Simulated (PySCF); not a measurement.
PySCF job for C₂H₄ClFSi₂, SMILES C#C[Si@H](F)[SiH2]Cl, PBE-D3(BJ)/def2-SVP. Geometry optimised at PBE-D3(BJ)/def2-SVP. The structure was generated by enumeration; whether it is a known compound was not checked. One conformer was computed; it need not be the lowest.

```python
import numpy as np
from pyscf import gto, scf, dft, df
from pyscf.hessian import thermo

mol = gto.M(
    atom='''
    C     2.85206850    0.83718307    0.67965492
    C     1.92338116    0.03204556    0.66607482
    Si    0.47108409   -1.07928031    0.64526886
    F     0.57593112   -2.10064002   -0.63778019
    Si   -1.45893275    0.24477674    0.39846972
    Cl   -1.16364025    1.48467022   -1.25432657
    H     3.67522370    1.54074658    0.69053611
    H     0.45111657   -1.91391115    1.89360013
    H    -2.68935565   -0.58799608    0.17006102
    H    -1.66129688    1.09520497    1.62265760
    ''',
    basis='def2-SVP',
    charge=0,
    spin=0,
    max_memory=1600,
    verbose=3,
)
mf = dft.RKS(mol, xc='pbe').density_fit(auxbasis='def2-universal-jkfit')
mf.disp = 'd3bj'
mf.grids.level = 3
mf.conv_tol = 1e-11
mf.max_cycle = 100
mf.kernel()

# [left out here: the lines that compute and print the analytic Hessian (its translational invariance restored by hand, since the grid's response is missing), thermochemistry and intensities]
```

Program output:

```
converged SCF energy = -1216.53837470706

WARN: DFTD3 does not support analytical Hessian, using finite difference


WARN: Mole.unit (angstrom) is changed to Bohr

Mode                                 0                   1                   2
Irrep
Freq [cm^-1]                       30.6694             62.1502             98.1866
Reduced mass [au]                   6.7242              7.7911              5.0579
Force const [Dyne/A]                0.0037              0.0177              0.0287
Char temp [K]                      44.1264             89.4203            141.2686
Normal mode                   x     y     z       x     y     z       x     y     z
       0   C                -0.06  0.05 -0.10    0.11 -0.09  0.02   -0.09  0.06  0.05
       1   C                -0.03  0.02 -0.05    0.05 -0.02  0.01   -0.01 -0.03 -0.01
       2  Si                -0.01 -0.01  0.01    0.02  0.02  0.01    0.01 -0.05 -0.03
       3   F                 0.01 -0.07  0.06    0.05 -0.04  0.06    0.04 -0.11  0.02
       4  Si                -0.03 -0.05 -0.04   -0.01 -0.02 -0.05    0.07  0.05  0.01
       5  Cl                 0.06  0.06  0.05   -0.08  0.06 -0.00   -0.04  0.04 -0.02
       6   H                -0.08  0.08 -0.15    0.15 -0.14  0.03   -0.15  0.13  0.10
       7   H                 0.01  0.05  0.05   -0.04  0.08  0.05   -0.04 -0.01 -0.00
       8   H                 0.01 -0.06 -0.17    0.04 -0.08 -0.09   -0.02  0.14  0.14
       9   H                -0.12 -0.12 -0.01   -0.07 -0.07 -0.03    0.24  0.07  0.03
Mode                                 3                   4                   5
Irrep
Freq [cm^-1]                      150.1592            184.6940            311.8438
Reduced mass [au]                   5.2470              5.7848              6.2476
Force const [Dyne/A]                0.0697              0.1163              0.3580
Char temp [K]                     216.0457            265.7336            448.6739
Normal mode                   x     y     z       x     y     z       x     y     z
       0   C                -0.02 -0.05 -0.12   -0.04  0.05 -0.05   -0.02  0.04  0.00
       1   C                -0.05 -0.02  0.10    0.07 -0.08  0.10    0.14 -0.16 -0.02
       2  Si                -0.04 -0.03  0.02    0.03 -0.03  0.06   -0.00  0.03 -0.02
       3   F                 0.13  0.04 -0.02   -0.08  0.06 -0.02    0.05 -0.01  0.01
       4  Si                -0.01  0.03  0.01    0.05 -0.02 -0.04   -0.08  0.03  0.02
       5  Cl                -0.00  0.01 -0.01   -0.03  0.03 -0.02    0.01 -0.01  0.01
       6   H                 0.00 -0.08 -0.28   -0.12  0.15 -0.16   -0.14  0.18  0.02
       7   H                -0.13 -0.09 -0.01   -0.03 -0.10  0.01   -0.12  0.05 -0.01
       8   H                -0.06  0.09  0.06    0.13 -0.12 -0.10   -0.02 -0.03 -0.02
       9   H                 0.08  0.04  0.02   -0.09 -0.04 -0.05   -0.16  0.03  0.01
Mode                                 6                   7                   8
Irrep
Freq [cm^-1]                      349.0067            400.5508            458.8181
Reduced mass [au]                   7.6288              5.3470              1.3619
Force const [Dyne/A]                0.5475              0.5054              0.1689
Char temp [K]                     502.1429            576.3035            660.1370
Normal mode                   x     y     z       x     y     z       x     y     z
       0   C                 0.04  0.03 -0.03    0.04  0.02 -0.00    0.02  0.02  0.00
       1   C                 0.02  0.04  0.19    0.01  0.06  0.04    0.05 -0.02 -0.01
       2  Si                 0.00  0.05 -0.08    0.08 -0.08  0.02    0.01  0.00  0.02
       3   F                -0.05 -0.08 -0.00   -0.02 -0.04 -0.03   -0.02  0.03  0.01
       4  Si                -0.00 -0.01  0.00   -0.09  0.04  0.02   -0.04 -0.06 -0.05
       5  Cl                 0.01 -0.02  0.01    0.00  0.02 -0.03    0.01  0.01  0.01
       6   H                 0.05  0.02 -0.18    0.06  0.01 -0.04   -0.01  0.05  0.00
       7   H                -0.13  0.05 -0.08    0.26 -0.16 -0.03    0.03  0.05  0.06
       8   H                -0.02  0.00  0.05   -0.12  0.09 -0.04   -0.37  0.35  0.33
       9   H                 0.07 -0.03  0.03   -0.14  0.10 -0.03    0.59  0.04 -0.00
Mode                                 9                  10                  11
Irrep
Freq [cm^-1]                      537.8873            634.4590            664.2074
Reduced mass [au]                  11.5033              4.8404              1.0672
Force const [Dyne/A]                1.9609              1.1480              0.2774
Char temp [K]                     773.9001            912.8453            955.6465
Normal mode                   x     y     z       x     y     z       x     y     z
       0   C                 0.02  0.02  0.00    0.11  0.09  0.01    0.02  0.01  0.00
       1   C                 0.01  0.02 -0.00    0.10  0.07 -0.03    0.01  0.02 -0.01
       2  Si                 0.00 -0.02  0.01   -0.10 -0.05  0.03   -0.02 -0.01  0.01
       3   F                -0.00 -0.01 -0.01    0.01 -0.01 -0.02    0.01 -0.01 -0.01
       4  Si                 0.01  0.08 -0.10    0.01 -0.01  0.01   -0.01 -0.02 -0.01
       5  Cl                -0.02 -0.06  0.09    0.00  0.00 -0.01    0.01  0.01  0.01
       6   H                 0.02  0.01  0.00    0.10  0.12  0.00    0.01  0.03 -0.00
       7   H                 0.05 -0.04 -0.00   -0.26 -0.10 -0.01   -0.12 -0.09 -0.05
       8   H                -0.01  0.11 -0.12    0.02  0.01 -0.09    0.15 -0.42  0.52
       9   H                -0.01  0.10 -0.12    0.01 -0.16  0.13   -0.07  0.52 -0.40
Mode                                12                  13                  14
Irrep
Freq [cm^-1]                      688.4708            721.7037            740.4644
Reduced mass [au]                   1.2908              1.2940              1.2250
Force const [Dyne/A]                0.3605              0.3971              0.3957
Char temp [K]                     990.5562           1038.3709           1065.3634
Normal mode                   x     y     z       x     y     z       x     y     z
       0   C                 0.07 -0.09  0.06    0.04 -0.05 -0.11    0.01  0.00  0.00
       1   C                -0.03  0.03 -0.03   -0.02  0.02  0.05    0.03 -0.02  0.03
       2  Si                 0.01  0.00 -0.00    0.00 -0.00  0.00   -0.07  0.01 -0.01
       3   F                -0.00  0.00  0.00   -0.00  0.00  0.00    0.01 -0.01  0.00
       4  Si                -0.00  0.00  0.00   -0.00 -0.00  0.00    0.00  0.00 -0.00
       5  Cl                -0.00 -0.00  0.00    0.00 -0.00 -0.00    0.00  0.00 -0.00
       6   H                -0.49  0.57 -0.44   -0.29  0.32  0.75   -0.05  0.08 -0.03
       7   H                -0.05  0.02  0.01   -0.03  0.01  0.01    0.86 -0.04 -0.02
       8   H                -0.01  0.02 -0.02   -0.00  0.01 -0.00    0.12 -0.17  0.02
       9   H                -0.01 -0.01  0.01   -0.00 -0.00  0.00    0.12 -0.03  0.03
Mode                                15                  16                  17
Irrep
Freq [cm^-1]                      783.1464            796.8126            874.3596
Reduced mass [au]                   1.2586              1.1794              5.6898
Force const [Dyne/A]                0.4548              0.4412              2.5629
Char temp [K]                    1126.7732           1146.4359           1258.0087
Normal mode                   x     y     z       x     y     z       x     y     z
       0   C                -0.01 -0.00  0.00    0.01  0.01  0.00    0.01  0.01  0.00
       1   C                -0.01  0.01  0.01    0.02 -0.00  0.02    0.01  0.01  0.01
       2  Si                 0.01 -0.01  0.03   -0.03 -0.00 -0.00   -0.00 -0.09 -0.09
       3   F                 0.00 -0.03 -0.08    0.01 -0.01 -0.04   -0.01  0.10  0.11
       4  Si                -0.02  0.03 -0.01    0.03 -0.04  0.03    0.00  0.01 -0.01
       5  Cl                 0.01 -0.00 -0.00   -0.01  0.00  0.00    0.00 -0.00  0.00
       6   H                 0.01 -0.02 -0.01    0.01  0.01 -0.02    0.02  0.00 -0.02
       7   H                -0.04  0.58  0.43    0.12  0.44  0.29    0.04  0.25  0.14
       8   H                 0.15 -0.30  0.21   -0.19  0.36 -0.25   -0.01 -0.03  0.17
       9   H                 0.12 -0.23  0.19   -0.27  0.39 -0.32   -0.14 -0.07  0.02
Mode                                18                  19                  20
Irrep
Freq [cm^-1]                      896.1854           2083.0268           2154.4283
Reduced mass [au]                   1.0955              5.9423              1.0314
Force const [Dyne/A]                0.5184             15.1913              2.8206
Char temp [K]                    1289.4113           2997.0119           3099.7427
Normal mode                   x     y     z       x     y     z       x     y     z
       0   C                -0.00 -0.00  0.00   -0.13 -0.11 -0.00   -0.00 -0.00  0.00
       1   C                 0.00 -0.00  0.00    0.17  0.14  0.00    0.00  0.00  0.00
       2  Si                -0.01  0.02  0.02   -0.01 -0.01  0.00   -0.00 -0.01  0.01
       3   F                 0.00 -0.02 -0.02   -0.00 -0.00 -0.00    0.00 -0.00 -0.00
       4  Si                 0.03  0.00 -0.02   -0.00 -0.00  0.00    0.02 -0.01 -0.02
       5  Cl                 0.00  0.00 -0.00   -0.00  0.00 -0.00    0.00 -0.00 -0.00
       6   H                -0.01  0.00 -0.00   -0.23 -0.20 -0.00   -0.00 -0.00 -0.00
       7   H                 0.09 -0.07 -0.05   -0.01  0.00 -0.00    0.01  0.15 -0.23
       8   H                -0.26  0.25  0.56    0.01  0.01  0.00   -0.43 -0.30 -0.09
       9   H                -0.58 -0.30  0.10   -0.00 -0.00 -0.00   -0.09  0.45  0.63
Mode                                21                  22                  23
Irrep
Freq [cm^-1]                     2169.9051           2171.7844           3387.8679
Reduced mass [au]                   1.0515              1.0418              1.1569
Force const [Dyne/A]                2.9169              2.8952              7.8232
Char temp [K]                    3122.0103           3124.7143           4874.3876
Normal mode                   x     y     z       x     y     z       x     y     z
       0   C                -0.00 -0.00 -0.00    0.00  0.00  0.00   -0.08 -0.07 -0.00
       1   C                 0.00  0.00 -0.00   -0.00 -0.00  0.00    0.02  0.02  0.00
       2  Si                -0.00 -0.01  0.01   -0.00 -0.02  0.03   -0.00 -0.00 -0.00
       3   F                 0.00 -0.00 -0.00    0.00 -0.00  0.00   -0.00  0.00  0.00
       4  Si                 0.02  0.03  0.02   -0.01 -0.01 -0.00   -0.00  0.00 -0.00
       5  Cl                -0.00 -0.00 -0.00    0.00 -0.00  0.00    0.00 -0.00  0.00
       6   H                -0.00 -0.00  0.00    0.00  0.00  0.00    0.70  0.60  0.01
       7   H                 0.00  0.19 -0.29    0.01  0.49 -0.73    0.00  0.00  0.00
       8   H                -0.57 -0.38 -0.11    0.36  0.24  0.07    0.00 -0.00  0.00
       9   H                 0.09 -0.34 -0.48    0.00 -0.01 -0.01    0.00 -0.00 -0.00
temperature 298.1500 [K]
pressure 101325.00 [Pa]
Rotational constants [GHz] 2.17956 1.17680 0.95316
Symmetry number 1
Zero-point energy (ZPE) 0.04864 [Eh]   127706.071 [J/mol]
                           tot       elec      trans        rot        vib
Entropy [J/mol/K]       400.552      0.000    170.258    122.446    107.849
Cv [J/mol/K]            123.396      0.000     12.472     12.472     98.453
Cp [J/mol/K]            131.711      0.000     20.786     12.472     98.453
Internal energy [J/mol]                      3718.434   3718.434 143589.861
Internal energy [Eh]   -1216.48085  -1216.53837
Enthalpy [J/mol]                             6197.391   3718.434 143589.861
Enthalpy [Eh]          -1216.47991
Gibbs free energy [J/mol]                  -44564.919 -32788.788 111434.816
Gibbs free energy [Eh] -1216.52539
static polarisability / bohr^3: [[94.254  9.958  3.378]
 [ 9.951 75.849 -7.958]
 [ 3.369 -7.956 64.031]]
largest difference of analytic and finite-field dipole derivatives / e: 0.002964470940923114
mode   freq/cm-1   IR/(km/mol)   Raman/(A^4/amu)   depolarisation
   1       30.67         1.000             1.904            0.728
   2       62.15         1.047             2.007            0.705
   3       98.19         0.435             4.349            0.750
   4      150.16         4.028             6.607            0.750
   5      184.69         3.260             5.541            0.750
   6      311.84        36.992             2.420            0.606
   7      349.01        28.321             5.517            0.682
   8      400.55         9.374            20.405            0.152
   9      458.82        13.237             4.558            0.733
  10      537.89        34.056             6.460            0.602
  11      634.46        42.989             3.816            0.479
  12      664.21         2.764            22.337            0.750
  13      688.47        20.452             1.866            0.712
  14      721.70        22.189             0.957            0.743
  15      740.46       290.412            17.136            0.733
  16      783.15        18.625            11.888            0.735
  17      796.81       129.106             6.381            0.700
  18      874.36       149.325             4.655            0.381
  19      896.19        67.111            15.060            0.694
  20     2083.03        51.210           198.039            0.259
  21     2154.43        59.874           183.272            0.216
  22     2169.91        83.480           146.896            0.734
  23     2171.78       119.669           294.237            0.108
  24     3387.87        54.145            50.421            0.273
max |gradient| / (hartree/bohr): 0.00021532432025469996
APT charges: [-0.1482 -0.5429  1.3559 -0.5886  0.9383 -0.4702  0.2179 -0.2771 -0.2445
 -0.2406]
```

Self-consistency was reached.
